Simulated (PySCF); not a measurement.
**Telling isomers of C7H13PSi apart by NMR**

- σ from GIAO-PBE0/pcSseg-1
- structure optimised with GFN2-xTB
- code: PySCF 2.14.0 with density-fitted response routines
- equivalent nuclei averaged, gas phase, non-relativistic Hamiltonian, a single conformation

Chemical shifts δ = σref − σ; ¹H, ¹³C against TMS, all at this level. Splittings of carbon signals by F and P are missing where no couplings were computed. Where no couplings were computed, multiplicities follow the n + 1 count of equivalent neighbours, and m marks all less simple cases (inequivalent or close neighbours, rings, F or P nearby). Shifts are as computed. Against solution values, carbons near 30 ppm lie about +3 ppm off and those near 130 ppm about +5 ppm. Of 1211 compounds with measured shifts, 218 miss one by over three times the rms of a fit or turn the order of signals round; such compounds aren't used in these exercises.

(1) Tabulate the signals of `C[SiH](C)P1C=CCC=C1`, `Cc1cc(C)p([SiH3])c1C` and their relative energies.

(2) What is the quickest way to tell C[SiH](C)P1C=CCC=C1 from Cc1cc(C)p([SiH3])c1C?

## Answers

(1) 
| SMILES | carbon types | δC | δH | E rel. (kcal/mol) |
| --- | --- | --- | --- | --- |
| C[SiH](C)P1C=CCC=C1 | 4×CH 1×CH2 2×CH3 | 134.1, 128.8, 32.4, -5.3 | 6.28 (m, 2H), 6.03 (m, 2H), 4.49 (m, 1H), 3.10 (m, 2H), 0.17 (m, 6H) | 0.0 |
| Cc1cc(C)p([SiH3])c1C | 3×C 1×CH 3×CH3 | 152.9, 151.5, 147.3, 145.6, 18.0, 17.4, 16.1 | 7.11 (m, 1H), 3.85 (m, 3H), 2.35 (m, 3H), 2.26 (s, 3H), 2.20 (m, 3H) | 2.9 |

Energies are electronic energies at PBE0/pcSseg-1 on these geometries, without zero-point or thermal terms, each for the one conformer computed, which needn't be the lowest.

(2) Count the carbon signals: 4 against 7. The first has an allylic sp3 CH2 at 32.4 ppm, the second a unsaturated ring carbon (C) at 152.9 ppm. Their most deshielded carbons lie at 134.1 and 152.9 ppm. In the proton spectra the most deshielded non-exchanging signals are 6.28 (m, 2H) and 7.11 (m, 1H).
